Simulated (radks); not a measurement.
The nuclear charge of the copper ion Cu2+ is varied continuously with 27 electrons held in [Ar] 3d9. All-electron calculation, Dirac Kohn-Sham, LDA (Slater exchange, Perdew-Wang correlation), spin-unpolarised, spherical densities, finite nucleus; open shells fill j = l - 1/2 first; Fermi nuclear charge, rms radius 3.8823 fm. Program: a radial shooting solver on a logarithmic mesh with Libxc functionals. By the Hellmann-Feynman theorem dE/dZ = E(electron-nucleus)/Z, the electronic potential at the nucleus (averaged over a nucleus of fixed radius).

Z,E (hartree),E(electron-nucleus)/Z (hartree),HOMO,e(HOMO) (eV),<r> HOMO (bohr)
28,-1517.85816,-130.206,3d5/2,-13.202,1.076
28.1,-1530.91029,-130.836,3d5/2,-14.647,1.057
28.2,-1544.02535,-131.465,3d5/2,-16.143,1.039
28.3,-1557.20330,-132.094,3d5/2,-17.691,1.023
28.4,-1570.44409,-132.722,3d5/2,-19.287,1.007
28.5,-1583.74767,-133.350,3d5/2,-20.932,0.9916
28.6,-1597.11401,-133.977,3d5/2,-22.625,0.9770
28.7,-1610.54306,-134.604,3d5/2,-24.364,0.9631
28.8,-1624.03479,-135.231,3d5/2,-26.148,0.9497
28.9,-1637.58918,-135.857,3d5/2,-27.978,0.9369
29,-1651.20619,-136.483,3d5/2,-29.852,0.9245
29.1,-1664.88579,-137.109,3d5/2,-31.769,0.9127
29.2,-1678.62797,-137.735,3d5/2,-33.730,0.9012
29.3,-1692.43270,-138.360,3d5/2,-35.732,0.8901
29.4,-1706.29997,-138.985,3d5/2,-37.777,0.8795
29.5,-1720.22975,-139.610,3d5/2,-39.862,0.8691
29.6,-1734.22204,-140.235,3d5/2,-41.989,0.8591
29.7,-1748.27682,-140.860,3d5/2,-44.156,0.8494
29.8,-1762.39408,-141.485,3d5/2,-46.362,0.8400
29.9,-1776.57381,-142.110,3d5/2,-48.608,0.8309
30,-1790.81600,-142.734,3d5/2,-50.894,0.8221

The central difference of E at Z = 29 is -136.483 hartree, to compare with the third column; the second derivative is -6.26 hartree.
